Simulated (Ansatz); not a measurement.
CH7ClO2Si2, SMILES [SiH2](O[SiH2]Cl)CO.

The structure is a stationary point at B3LYP-D3(BJ)/def2-SVP. The structure was generated by enumeration, and PubChem lists no compound with its InChIKey, so it may never have been made. The values are those of a single conformer.

Two levels are set side by side: PBE/def2-SVPD (Ansatz, an electronic-structure program) and CAM-B3LYP/def2-SVPD (Ansatz). Energy differences of separate SCF runs at the same geometry; the states with an electron removed or added have multiplicity 2 and 2. Differences are taken from unrounded values.

| quantity | CAM-B3LYP | PBE | PBE minus CAM-B3LYP |
|---|---|---|---|
| vertical ionisation energy (eV) | 9.88 | 9.21 | -0.67 |
| vertical singlet–triplet gap (eV) | 6.46 | 5.53 | -0.93 |
